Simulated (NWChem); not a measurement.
System: InHSF2; SMILES [F][In]([F])[SH]

Input file for NWChem:

```
start job
memory heap 200 mb stack 900 mb global 1100 mb
geometry units angstroms noautosym nocenter noautoz
  In     0.074901     0.266511     0.000000
  F     -1.301961     1.638754     0.000000
  F      1.894551     0.963064     0.000000
  S     -0.357094    -2.061754     0.000000
  H      0.967096    -2.342174     0.000000
end
basis spherical
  * library def2-svpd
end
ecp
  In library def2-ecp
end
dft
  xc xpbe96 cpbe96
  iterations 150
end
property
  response 1 0.0
end
task dft property
```

Excerpt of the output:

```
             Northwest Computational Chemistry Package (NWChem) 7.3.0
             --------------------------------------------------------

                             Geometry "geometry" -> ""
                             -------------------------

 Output coordinates in angstroms (scale by  1.889725989 to convert to a.u.)

  No.       Tag          Charge          X              Y              Z
 ---- ---------------- ---------- -------------- -------------- --------------
    1 In                  49.0000     0.07490100     0.26651100     0.00000000
    2 F                    9.0000    -1.30196100     1.63875400     0.00000000
    3 F                    9.0000     1.89455100     0.96306400     0.00000000
    4 S                   16.0000    -0.35709400    -2.06175400     0.00000000
    5 H                    1.0000     0.96709600    -2.34217400     0.00000000

 Effective nuclear repulsion energy (a.u.)     486.3899106441

                                 NWChem DFT Module
                                 -----------------

 Summary of "ao basis" -> "ao basis" (spherical)
 ------------------------------------------------------------------------------
       Tag                 Description            Shells   Functions and Types
 ---------------- ------------------------------  ------  ---------------------
 In                        def2-svpd                12       32   5s4p3d
 F                         def2-svpd                 9       23   4s3p2d
 S                         def2-svpd                11       27   5s4p2d
 H                         def2-svpd                 4        8   2s2p

            General Information
            -------------------
          SCF calculation type: DFT
          Wavefunction type:  closed shell.
          No. of atoms     :     5
          No. of electrons :    56
           Alpha electrons :    28
            Beta electrons :    28
          Charge           :     0
          Spin multiplicity:     1
          Use of symmetry is: off; symmetry adaption is: off
          Maximum number of iterations: 150
          AO basis - number of functions:   113
                     number of shells:    45
          Convergence on energy requested:  1.00D-06
          Convergence on density requested:  1.00D-05
          Convergence on gradient requested:  5.00D-04

              XC Information
              --------------
          PerdewBurkeErnzerhof Exchange Functional  1.000
            Perdew 1991 LDA Correlation Functional  1.000 local
           PerdewBurkeErnz. Correlation Functional  1.000 non-local

             Grid Information
             ----------------
          Grid used for XC integration:  medium
          Radial quadrature: Mura-Knowles
          Angular quadrature: Lebedev.
          Tag              B.-S. Rad. Rad. Pts. Rad. Cut. Ang. Pts.
          ---              ---------- --------- --------- ---------
          In                  1.55      123          12.0       590
          F                   0.50       49          13.0       434
          S                   1.00       88          13.0       590
          H                   0.35       45          13.0       434
          Grid pruning is: on
          Number of quadrature shells:   354
          Spatial weights used:  Erf1

      Superposition of Atomic Density Guess
      -------------------------------------

 Sum of atomic energies:        -814.49415537

      Non-variational initial energy
      ------------------------------

 Total energy =    -785.765546
 1-e energy   =   -1648.816938
 2-e energy   =     619.192005
 HOMO         =      -0.337805
 LUMO         =      -0.111833

   convergence    iter        energy       DeltaE   RMS-Dens  Diis-err
 ---------------- ----- ----------------- --------- --------- ---------
 d= 0,ls=0.0,diis     1   -787.9084818706 -1.03D+03  3.26D-02  1.32D+00
 d= 0,ls=0.0,diis     2   -786.0819412462  1.83D+00  2.31D-02  1.97D+01
 d= 0,ls=0.0,diis     3   -788.0694090939 -1.99D+00  5.38D-03  7.55D-02
 d= 0,ls=0.0,diis     4   -788.0639414099  5.47D-03  3.11D-03  1.02D-01
 d= 0,ls=0.0,diis     5   -788.0821217432 -1.82D-02  3.19D-04  1.05D-03
  Resetting Diis
 d= 0,ls=0.0,diis     6   -788.0822284150 -1.07D-04  1.49D-04  1.52D-04
 d= 0,ls=0.0,diis     7   -788.0822522102 -2.38D-05  1.23D-04  2.84D-05
 d= 0,ls=0.0,diis     8   -788.0822361873  1.60D-05  8.19D-05  1.71D-04
 d= 0,ls=0.0,diis     9   -788.0822558108 -1.96D-05  1.59D-05  4.12D-06
 d= 0,ls=0.0,diis    10   -788.0822563751 -5.64D-07  4.57D-06  1.71D-07

         Total DFT energy =     -788.082256375139
      One electron energy =    -1649.944561175667
           Coulomb energy =      681.325513046839
    Exchange-Corr. energy =      -63.322594680758
 Nuclear repulsion energy =      243.859386434447

 Numeric. integr. density =       56.000008393707

                       DFT Final Molecular Orbital Analysis
                       ------------------------------------

[...]

 DFT Linear Response polarizability / au
 Frequency  =       0.0000000 / au
              X              Y              Z
 -----------------------------------------------
 X      53.9951658      2.5087253      0.0000003
 Y       2.5087070     74.9736657      0.0000001
 Z       0.0000003      0.0000001     44.6826068
 -----------------------------------------------
 Eigenvalues =      53.6993303     75.2695012     44.6826068
 Isotropic   =      57.8838128
 Anisotropic =      27.2225245
 -----------------------------------------------

 Magnetic Dipole Response Matrix (nonzero elements):

 Exiting AOResponse driver routine
```

Level: PBE/def2-SVPD with def2 effective core potentials on In. Coordinates come from a PBE0/def2-SVP optimisation. Not confirmed as a minimum by frequencies. def2 effective core potentials on In; no spin-orbit coupling.
